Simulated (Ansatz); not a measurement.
Consider the atomization: `[OH][K]` → H• + K• + O•.

Isolated molecules relaxed with PBE0-D4/def2-TZVP in Ansatz; ΔE leaves out vibrations. CCSD(T)/CBS is the MP2 limit (def2-TZVPP, def2-QZVPP) plus CCSD(T) − MP2 in def2-TZVPP, frozen cores. This one scheme is used for every species, atoms too. Open shells (•) are unrestricted, without spin–orbit coupling. Spin–orbit coupling would lower the free atoms: a little for O. For K outer-core shells are correlated without core-valence functions, so the limit isn't a true one: a few kJ/mol of doubt a bond, and 10 to 20 or more in all where bonds break to atoms. Scalar relativity is left out up to krypton.

```tsv
level	ΔE (kcal/mol)
CCSD/def2-SVP	160.0
HF/def2-QZVPP	109.0
MP2/def2-QZVPP	195.0
CCSD/def2-QZVPP	182.2
```

(1) What does CCSD(T)/CBS give? (An estimate is asked.)

Largest T1 diagnostic among the species: 0.013.

Answers

(1) The calculation gave: +192.7 kcal/mol. The listed levels differ from it by -32.7, -83.7, 2.3, -10.5 kcal/mol.

From PBE to PBE0 (25 % exact exchange), in def2-TZVPP and without D4, ΔE moves by −9.2 kcal/mol: exact exchange takes away binding that semilocal exchange gives to molecules. Leaving LDA and LC-ωPBE aside and taking each functional with its dispersion term where it has one, the values, not all of them listed here, spread over 17.8 kcal/mol, from BHLYP-D4 to PBE-D4. LDA lies +28.3 kcal/mol from PBE without D4, its usual overbinding. The D4 term adds +0.8 kcal/mol with B3LYP and +0.4 kcal/mol with PBE0; it sums over pairs of atoms, weighted by their polarisabilities, and B3LYP, whose exchange is more repulsive, gets the larger term.

B3LYP here is the variant with VWN-RPA as its local correlation; programs differ in this.

For atomizations the MP2-based limit and the directly extrapolated one differ by several kJ/mol either way, and by 10 to 25 for some Ge, Se and Sn compounds, so smaller differences from it don't rank the levels.
